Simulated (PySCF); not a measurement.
C₃H₉AlO, SMILES CC(C)[O][AlH2].

Geometry optimised at PBE0-D3(BJ)/def2-SVP. The structure was generated by enumeration; whether it is a known compound was not checked. One conformer was computed; it need not be the lowest.

Two levels are set side by side: TDDFT-PBE/def2-SVPD (PySCF) and TDDFT-CAM-B3LYP/def2-SVPD (PySCF). Vertical, same geometry. The lowest singlet is HOMO→LUMO 100 % with PBE and HOMO→LUMO 92 % with the other functional; states are paired by order. Differences are taken from unrounded values.

```
quantity                               TDDFT-CAM-B3LYP  TDDFT-PBE  TDDFT-PBE minus TDDFT-CAM-B3LYP
-------------------------------------  ---------------  ---------  -------------------------------
lowest singlet excitation (eV)                    5.59       4.70                            -0.89
lowest triplet excitation (TDA) (eV)              5.21       4.48                            -0.73
first bright state (f over 0.05) (eV)             6.61       5.38                            -1.22
its oscillator strength                           0.07       0.07                             0.00
```

Functionals without exact exchange tend to place singlet excitations lower, as here. Differences between two approximate levels are no errors against the true value.

Rough cost on one machine, each run with all the roots and properties that it gave: TDDFT-CAM-B3LYP against TDDFT-PBE about 8 times.
